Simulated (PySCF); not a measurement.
Ga(OH)(SeH)2 (GaH3OSe2), SMILES [OH][Ga]([SeH])[SeH].

The structure is a stationary point at B3LYP-D3(BJ)/def2-SVP. The values are those of a single conformer.

Method: PBE/def2-TZVP run with PySCF.

Symmetry labels are those of the subgroup Cs that the program uses (full group Cs).

Computed valence orbital energies around the gap with their symmetry:
| orbital | symmetry | energy (eV) |
|---|---|---|
| HOMO−7 | A' | -10.26 |
| HOMO−6 | A' | -9.73 |
| HOMO−5 | A' | -9.38 |
| HOMO−4 | A' | -8.01 |
| HOMO−3 | A" | -7.66 |
| HOMO−2 | A' | -7.24 |
| HOMO−1 | A" | -6.47 |
| HOMO | A" | -6.13 |
| LUMO | A' | -2.08 |
| LUMO+1 | A' | -1.44 |
| LUMO+2 | A" | -1.38 |
| LUMO+3 | A' | -0.45 |
